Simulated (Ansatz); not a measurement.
Stepwise reaction of `N[SiH](N)[GeH3]` with hydrogen, as a gas-phase model of exchange steps in deposition or etching. ΔE in kJ/mol.

Computed with Ansatz on PBE0-D4/def2-TZVP structures; ΔE is electronic, products minus reactants. CCSD(T)/CBS adds triple-zeta CCSD(T) − MP2 to the extrapolated MP2 energy (def2 sets, frozen cores). This one scheme is used for every species. Functionals use def2-TZVPP. B3LYP here is the variant with VWN-RPA as its local correlation; programs differ in this. For Ge outer-core shells are correlated without core-valence functions, which leaves a few kJ/mol of doubt a bond. Scalar relativity is left out up to krypton. Each species was taken in one conformer, which may not be the lowest.

```csv
step,reaction,PBE-D4,B3LYP-D4,ωB97M-V,CCSD(T)/CBS
1,`N[SiH](N)[GeH3]` + H₂ → `N[SiH2][GeH3]` + NH₃,39.0,41.3,41.2,41.3
2,`N[SiH2][GeH3]` + H₂ → `[SiH3][GeH3]` + NH₃,14.1,17.3,17.5,17.2
```

(1) By hand: ΔE of the 2 steps together at CCSD(T)/CBS.

## Answers

(1) (41.3) + (17.2) = 58.5 kJ/mol, or 29.2 kJ/mol a step.

In ΔE each step is lower than the one before. All are uphill at CCSD(T)/CBS. PBE-D4 differs from CCSD(T)/CBS by -3.1 to -2.3 kJ/mol a step. Isolated molecules leave out the surface, adducts and barriers. Largest T1 diagnostic: 0.012.
